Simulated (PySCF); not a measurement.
Cost of excited-state runs on `N#CCCCCCl`, C5H8ClN

Cartesian coordinates in Å; atom numbers follow the order of the lines, from 1:
```xyz
15

N     2.291    1.196    1.070
C     1.906    0.208    0.607
C     1.384   -1.015    0.005
C     0.117   -0.780   -0.818
C    -1.049   -0.263    0.010
C    -2.310   -0.020   -0.790
Cl   -2.945   -1.529   -1.522
H     2.177   -1.453   -0.622
H     1.190   -1.738    0.815
H    -0.167   -1.730   -1.296
H     0.338   -0.071   -1.634
H    -1.273   -0.971    0.826
H    -0.773    0.692    0.491
H    -2.135    0.682   -1.619
H    -3.112    0.383   -0.158
```

PySCF with density fitting, on 1 thread of an Arm Neoverse V2, shared host. Command: `OMP_NUM_THREADS=1 python excited_run.py task.json out`

Question: How long does each of these runs take, and how much memory?
- first hyperpolarisability, CAM-B3LYP/aug-cc-pVDZ; usual settings
- excited states, CAM-B3LYP/def2-TZVP; Tamm-Dancoff; spin-orbit couplings; 6 states; 5 triplets; quadratic response for 4 states; IEF-PCM cyclohexane
- excited states, CAM-B3LYP/def2-TZVP; Tamm-Dancoff; spin-orbit couplings; 6 states; 5 triplets; quadratic response for 4 states
- excited states, CAM-B3LYP/aug-cc-pVDZ; two-photon moments; 8 states; quadratic response for 6 states; 0 triplets

Answer: 
| run | level | basis functions | wall time | peak memory (GiB) |
| --- | --- | --- | --- | --- |
| first hyperpolarisability | CAM-B3LYP/aug-cc-pVDZ | 237 | 55 s | 0.91 |
| excited states | CAM-B3LYP/def2-TZVP | 271 | 72 s | 1.2 |
| excited states | CAM-B3LYP/def2-TZVP | 271 | 68 s | 1.1 |
| excited states | CAM-B3LYP/aug-cc-pVDZ | 237 | 74 s | 0.95 |

Times from a shared host are rough.
